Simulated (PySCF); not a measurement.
Para-tolunitrile, C8H7N.
SMILES with atom numbers: `[CH3:1][c:2]1[cH:3][cH:4][c:5]([C:6]#[N:7])[cH:8][cH:9]1` (hydrogens: H10, H11, H12 on C1; H13 on C3; H14 on C4; H15 on C8; H16 on C9)

Method: PySCF 2.14.0, PBE0-D3(BJ)/def2-TZVP geometry optimisation, gas phase; density fitting, grid level 2; the optimiser is geomeTRIC in internal coordinates, started from a GFN2-xTB structure with every atom displaced at random (about 0.01 Å).

Step 0: E = -9891.5426 eV
```
atom  x, y, z in Å  |  force x, y, z in eV/Å
C1      2.5136    0.1026   -0.3548   -1.461   1.183   0.041
C2      1.0059    0.0493   -0.1608    0.429   0.292   0.173
C3      0.3179   -1.1635   -0.2822    2.436   0.884  -0.203
C4     -0.9917   -1.2329   -0.0775   -3.780  -0.576   0.436
C5     -1.7448   -0.0939    0.2444    1.221   0.802   0.009
C6     -3.1424   -0.1509    0.4551    2.109  -0.060  -0.342
N7     -4.2614   -0.2142    0.6276   -2.375  -0.088   0.360
C8     -1.0622    1.1405    0.3691   -1.534  -0.757   0.208
C9      0.2842    1.2059    0.1869    1.145  -0.615  -0.499
H10     2.8216   -0.6380   -1.0542    0.411  -0.635  -0.539
H11     2.7790    1.1012   -0.7292    0.125  -0.291   0.041
H12     3.0103   -0.0388    0.5889    0.348  -0.169   0.460
H13     0.8620   -2.0456   -0.5377    0.371  -0.506  -0.156
H14    -1.5598   -2.1754   -0.1574    0.520   0.401  -0.023
H15    -1.6398    2.0138    0.6342   -0.008   0.164  -0.012
H16     0.7967    2.1578    0.2693    0.042  -0.029   0.045
```

Step 1: E = -9891.7119 eV
```
atom  x, y, z in Å  |  force x, y, z in eV/Å
C1      2.5000    0.1178   -0.3401    0.018  -0.118  -0.018
C2      1.0158    0.0586   -0.1532    0.090   0.038  -0.122
C3      0.3423   -1.1517   -0.2578   -0.547  -0.137  -0.112
C4     -1.0319   -1.2351   -0.0508    0.770   0.070   0.208
C5     -1.7417   -0.0845    0.2804   -0.224  -0.036  -0.310
C6     -3.1502   -0.1617    0.4837   -0.090   0.076   0.039
N7     -4.2912   -0.2123    0.6356    0.026  -0.025   0.022
C8     -1.0920    1.1475    0.3276    0.194  -0.174   0.249
C9      0.2752    1.2017    0.1271    0.001   0.290   0.071
H10     2.8146   -0.5051   -1.1841   -0.017   0.040   0.103
H11     2.8412    1.1351   -0.5254    0.012   0.055   0.023
H12     3.0137   -0.2552    0.5547   -0.026   0.046  -0.102
H13     0.8845   -2.0439   -0.5483    0.053  -0.049   0.116
H14    -1.5210   -2.1963   -0.0944   -0.170  -0.038  -0.091
H15    -1.6506    2.0398    0.5712   -0.053   0.071  -0.052
H16     0.7801    2.1630    0.1952   -0.037  -0.109  -0.023
```

Task: Estimate the geometry and energy of step 2. (The exact step hangs on the optimiser's Hessian estimate; all steps are aligned on step 1, rigid shifts and turns removed.)

Result: E = -9891.7285 eV, largest force 0.221 eV/Å
```
atom  x, y, z in Å  |  force x, y, z in eV/Å
C1      2.4997    0.1256   -0.3544   -0.010  -0.030  -0.034
C2      1.0178    0.0543   -0.1572    0.056   0.056   0.002
C3      0.3458   -1.1628   -0.2480   -0.210   0.069  -0.011
C4     -1.0218   -1.2405   -0.0421    0.100  -0.183  -0.001
C5     -1.7523   -0.0933    0.2596    0.121   0.117   0.000
C6     -3.1631   -0.1449    0.4662    0.059  -0.074  -0.034
N7     -4.3036   -0.1798    0.6254    0.010  -0.002   0.014
C8     -1.0852    1.1275    0.3482   -0.047   0.148   0.041
C9      0.2799    1.1979    0.1416   -0.045  -0.123  -0.008
H10     2.8156   -0.4928   -1.1974    0.004   0.003   0.013
H11     2.8302    1.1486   -0.5372   -0.005   0.001   0.009
H12     3.0242   -0.2419    0.5327    0.005   0.005  -0.001
H13     0.8954   -2.0633   -0.5000    0.011   0.006   0.043
H14    -1.5261   -2.1965   -0.1073   -0.034   0.004  -0.031
H15    -1.6486    2.0220    0.5817   -0.011   0.024  -0.008
H16     0.7811    2.1575    0.2100   -0.004  -0.020   0.006
```

The energy changes by -0.0166 eV. The first-order estimate −F·Δx gives -0.0365 eV and the mean of the old and new forces, exact on a quadratic surface, -0.0165 eV. The step makes an angle of 73° with the force vector and moves no atom by more than 0.053 Å.

The cost below is that of the whole optimisation. On Intel Xeon at 2.50 GHz, 2 threads, no GPU (shared host), this took 9.5 min wall, 20 min CPU and 2.0 GiB of memory at its peak.
